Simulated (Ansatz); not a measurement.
**Worked example: C2H3Br + GaH2(CH3) → C3H6 + GaH2Br**

Gas-phase species: C2H3Br `C=CBr`, singlet; GaH2(CH3), singlet; C3H6 (propene) `C=CC`, singlet; GaH2Br `[GaH2][Br]`, singlet. The partners trade Br for CH3: C–Br and Ga–CH3 bonds give way to C–CH3 and Ga–Br.

Shapes, held fixed at every level: PBE0-D4/def2-TZVP. Programs: Ansatz 0.2.0. Electronic energies: no zero-point or thermal term.

At CCSD(T)/def2-TZVPP; 1 Eh = 2625.50 kJ/mol:

| species | energy (Eh) |
| --- | --- |
| C2H3Br | -2650.549247 |
| GaH2(CH3) | -1964.481514 |
| C3H6 | -117.684210 |
| GaH2Br | -4497.410693 |

Question: Work out ΔE of the reaction at this level.

Answer: 
1. Products less reactants: (-117.684210) + (-4497.410693) − [(-2650.549247) + (-1964.481514)] = -0.064142 Eh = -168.4 kJ/mol.

Other levels give -188.2 (CCSD(T)/def2-SVP) to -163.0 kJ/mol (PBE-D4/def2-TZVPP). No measured value is set beside it here. Relativity is left out for Br, Ga. Outer-core shells of Br, Ga are correlated, in sets that cover them unevenly.
